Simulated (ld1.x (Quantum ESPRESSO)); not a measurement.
**Which change was made? (As, TM)**

arsenic (As), norm-conserving Troullier–Martins (Kleinman–Bylander form), made with ld1.x (Quantum ESPRESSO) 7.5 (PBE, scalar-relativistic). Core [Ar], reference 3d10 4s2 4p2 (charge +1). Waves: 4s (bound): rc 1.20 bohr; 4p (bound): rc 1.80 bohr; 3d (bound): rc 1.10 bohr. Local part: the d channel. Core correction: a·sin(br)/r model core, default radius (core density twice the valence density).

Cutoffs, loose and tight: the cutoffs (Ry, on a coarse ladder) from which the occupation-weighted sum of valence levels, in a spherical-Bessel basis at the reference potential, stays within 10 and 1 mRy of its value at 400 Ry. They do not see the model core or the augmentation charge, which bear on the density cutoff. Test errors are all-electron minus pseudo excitation energies from the reference, over the configurations 3d10 4s2 4p3; 3d10 4s2 4p1; 3d10 4s2 4p0; 3d10 4s2 4p3.3; 3d10 4s0 4p5; 3d10 4s1 4p4; 3d10 4s1 4p3; variants that change the core or the reference have their own tests.

The base gives: outcome: generated; cutoff, loose: 230 Ry; cutoff, tight: over 300 Ry; bound ghosts: s, p; largest test error (meV): -17.

Question: After one change the result is: outcome: generated; cutoff, loose: 230 Ry; cutoff, tight: over 300 Ry; bound ghosts: none; largest test error (meV): -18. Which change was it?
A. local potential all-electron potential smoothed inside 1.60 bohr (lloc = -1)
B. all radii but the core radius scaled by about 0.81 (s 0.98, p 1.46, d 0.90 bohr)
C. wave 4s (bound): rc 1.20 bohr becomes 4s (bound): rc 0.78 bohr
D. reference 3d10 4s2 4p3

Answer: A. The others give: wave 4s (bound): rc 1.20 bohr becomes 4s (bound): rc 0.78 bohr → outcome: failed: run_pseudo: Errors in PS-KS equation | reference 3d10 4s2 4p3 → outcome: generated; cutoff, loose: 230 Ry; cutoff, tight: over 300 Ry; bound ghosts: s, p; largest test error (meV): +6.4 | all radii but the core radius scaled by about 0.81 (s 0.98, p 1.46, d 0.90 bohr) → outcome: generated; cutoff, loose: 300 Ry; cutoff, tight: over 300 Ry; bound ghosts: p, s; largest test error (meV): -122.
